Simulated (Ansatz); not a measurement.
Calculated with Ansatz (gas phase, PBE0-D4/def2-TZVP geometries, no zero-point term in ΔE). CCSD(T)/CBS is the MP2 limit (def2-TZVPP, def2-QZVPP) plus CCSD(T) − MP2 in def2-TZVPP, frozen cores. This one scheme is used for every species. DFT in def2-TZVPP. HSE06 is defined as in plane-wave codes. Elements past krypton have def2 core potentials. For Te outer-core shells are correlated without core-valence functions, which leaves a few kJ/mol of doubt a bond. Each species was taken in one conformer, which may not be the lowest.

`[NH2][Al]([OH])[F]` + H₂Te → `[OH][Al]([F])[TeH]` + NH₃  (ligand exchange at the Al–N bond)

```tsv
level	ΔE (kJ/mol)	difference from CCSD(T)/CBS
PBE-D4	-34.3	-4.9
r2SCAN-D4	-27.5	1.9
B97M-V	-20.4	9.0
r2SCAN0-D4	-28.7	0.7
HSE06-D4	-34.5	-5.1
BHLYP-D4	-24.0	5.4
CAM-B3LYP-D4	-16.6	12.8
ωB97X-V	-24.0	5.4
ωB97M-V	-23.5	5.9
B2PLYP	-22.7	6.7
PBE-QIDH	-31.8	-2.4
PBE0	-32.5	-3.1
r2SCANh	-27.7	1.7
LC-ωPBE	-23.6	5.8
RPA@PBE/def2-TZVPP	-21.3	8.1
MP2/def2-TZVPP	-29.5	-0.1
CCSD(T)/CBS	-29.4	0
```

Largest T1 diagnostic among the species: 0.012.

At CCSD(T), def2-SVP lies +7.7 kJ/mol from the extrapolated value and def2-TZVPP +5.4 kJ/mol. In def2-TZVPP, CCSD(T) changes the Hartree–Fock value by −4.2 kJ/mol (the triples alone add −2.4 kJ/mol) and MP2 by −9.7 kJ/mol.
